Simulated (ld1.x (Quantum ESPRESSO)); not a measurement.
**What one change does to a pseudopotential (Pd (Z = 46), RRKJ)**

palladium (Pd), norm-conserving RRKJ (Kleinman–Bylander form), made with ld1.x (Quantum ESPRESSO) 7.5 (LDA (PZ), scalar-relativistic). Core [Ar] 3d10, reference 4s2 4p6 4d9 5s0 5p0 (charge +1). Waves: 4s (bound): rc 1.35 bohr; 4d (bound): rc 1.20 bohr; 4p (bound): rc 1.30 bohr. Local part: the p channel. Core correction: Bessel-smoothed model core inside 0.70 bohr. rho0 = 0.005.

Change: wave 4d (bound): rc 1.20 bohr becomes 4d (bound): rc 1.06 bohr.

Cutoffs: the cutoffs (Ry, on a coarse ladder) from which the occupation-weighted sum of valence levels, in a spherical-Bessel basis at the reference potential, stays within 10 and 1 mRy of its value at 400 Ry; they do not see the model core or the augmentation charge, which bear on the density cutoff. Errors are all-electron minus pseudo energies relative to the spin-unpolarised reference configuration.

**Question.** How do hardness, ghosts and transferability respond?

**Answer.** The potential gets harder (110 Ry and 160 Ry → 140 Ry and 180 Ry); of the 9 tests that both files solve, the error grows in 0 and shrinks in 1 by more than 15 % and 0.3 meV (median size 14.1 → 14.9 meV); neither file shows a bound ghost. A smaller radius makes the pseudo-wave follow the all-electron one further in, where it bends more sharply, so more plane waves are needed.

| quantity | base | changed |
| --- | --- | --- |
| cutoff, loose | 110 Ry | 140 Ry |
| cutoff, tight | 160 Ry | 180 Ry |
| loose cutoff by channel (10 mRy a level) | s 60 Ry, d 50 Ry, p 55 Ry | s 60 Ry, d 55 Ry, p 55 Ry |
| bound ghosts | none | none |
| error for 4s2 4p6 4d10 5s0 5p0, meV [ΔE -9.39 eV] | +1.0 | +1.2 |
| error for 4s2 4p6 4d8 5s0 5p0, meV [ΔE 21.08 eV] | +1.9 | +2.1 |
| error for 4s2 4p6 4d7 5s0 5p0, meV [ΔE 55.68 eV] | +14 | +15 |
| error for 4s2 4p6 4d9.5 5s0 5p0, meV [ΔE -6.02 eV] | +0.5 | +0.6 |
| error for 4s2 4p6 4d8 5s1 5p0, meV [ΔE 4.41 eV] | +160 | +161 |
| error for 4s2 4p6 4d9 5s1 5p0, meV [ΔE -7.95 eV] | +102 | +102 |
| error for 4s2 4p6 4d9 5s0 5p1, meV [ΔE -4.07 eV] | +34 | +34 |
| error for 4s2 4p6 4d9 5s0 5p0 (spin-polarised), meV [ΔE -0.14 eV] | +4.4 | +3.7 |
| error for 4s2 4p6 4d8 5s0 5p0 (spin-polarised), meV [ΔE 20.45 eV] | +22 | +20 |
| s: phases at 1.50 bohr within 0.05 rad from the reference energy up to (Ry; the scan ends near 5) | 2.4 | 2.4 |
| p: phases at 1.50 bohr within 0.05 rad from the reference energy up to (Ry; the scan ends near 5) | 3.4 | 3.4 |
| d: phases at 1.50 bohr within 0.05 rad from the reference energy up to (Ry; the scan ends near 5) | to the end of the scan | to the end of the scan |
